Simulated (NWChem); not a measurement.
System meant: CH₃BaClN₂

Input file for NWChem:

```
start job
memory heap 200 mb stack 900 mb global 1100 mb
geometry units angstroms noautoz
  Ba     0.414576     0.369143     0.000000
  Cl    -0.662458     2.937290     0.000000
  C     -1.081298    -2.257844     0.000000
  N     -0.720374    -1.710525    -1.164465
  N     -0.720374    -1.710525     1.164465
  H     -1.704178    -3.189169     0.000000
  H     -1.098910    -2.224675    -1.964556
  H     -1.098910    -2.224675     1.964556
end
basis spherical
  * library def2-svp
end
dft
  xc pbe0
  iterations 150
  mulliken
end
task dft energy
```

End of the output:

```
             Grid Information
             ----------------
          Grid used for XC integration:  medium
          Radial quadrature: Mura-Knowles
          Angular quadrature: Lebedev.
          Tag              B.-S. Rad. Rad. Pts. Rad. Cut. Ang. Pts.
          ---              ---------- --------- --------- ---------
          Ba                  2.15      123          12.0       590
          Cl                  1.00       88          14.0       590
          C                   0.70       49          12.0       434
          N                   0.65       49          11.0       434
          H                   0.35       45          14.0       434
          Grid pruning is: on
          Number of quadrature shells:   399
          Spatial weights used:  Erf1

          Convergence Information
          -----------------------
          Convergence aids based upon iterative change in
          total energy or number of iterations.
          Levelshifting, if invoked, occurs when the
          HOMO/LUMO gap drops below (HL_TOL):  1.00D-02
          DIIS, if invoked, will attempt to extrapolate
          using up to (NFOCK): 10 stored Fock matrices.

                    Damping( 0%)  Levelshifting(0.5)       DIIS
                  --------------- ------------------- ---------------
          dE  on:    start            ASAP                start
          dE off:    2 iters        150 iters           150 iters

      Screening Tolerance Information
      -------------------------------
          Density screening/tol_rho:  1.00D-10
          AO Gaussian exp screening on grid/accAOfunc:  14
          CD Gaussian exp screening on grid/accCDfunc:  20
          XC Gaussian exp screening on grid/accXCfunc:  20
          Schwarz screening/accCoul:  1.00D-08

      Superposition of Atomic Density Guess
      -------------------------------------

      charge =      56.0 Ba (Barium)

      symmetry species            s     p     d     f
      number of basis functions = 6     6     5
      number of cont. functions = 4     3     2
      number of closed shells   = 6     4     2
      number of open shells     = 0     0     0
      open shell occupation     = 0     0     0
 ------------------------------------------------------------------------
 atomscf:atomd: error in atom scf                   0
 ------------------------------------------------------------------------
 ------------------------------------------------------------------------
  current input line :
    21: task dft energy
 ------------------------------------------------------------------------
 ------------------------------------------------------------------------
 This error has not yet been assigned to a category
 ------------------------------------------------------------------------
 For more information see the NWChem manual at https://nwchemgit.github.io

0:atomscf:atomd: error in atom scf:Received an Error in Communication
```

Problem. Can this run be used? If not, why, and what is the fix?

Solution. The program stopped with an error. Cause: the def2 basis of a heavy element holds valence functions alone and wants its effective core potential (without it all electrons must fit into that basis). This input runs:
```
start job
memory heap 200 mb stack 900 mb global 1100 mb
geometry units angstroms noautoz
  Ba     0.414576     0.369143     0.000000
  Cl    -0.662458     2.937290     0.000000
  C     -1.081298    -2.257844     0.000000
  N     -0.720374    -1.710525    -1.164465
  N     -0.720374    -1.710525     1.164465
  H     -1.704178    -3.189169     0.000000
  H     -1.098910    -2.224675    -1.964556
  H     -1.098910    -2.224675     1.964556
end
basis spherical
  * library def2-svp
end
ecp
  Ba library def2-ecp
end
dft
  xc pbe0
  iterations 150
  mulliken
end
task dft energy
```
It converges to -634.64355 Ha (PBE0/def2-SVP with def2 effective core potentials on Ba).
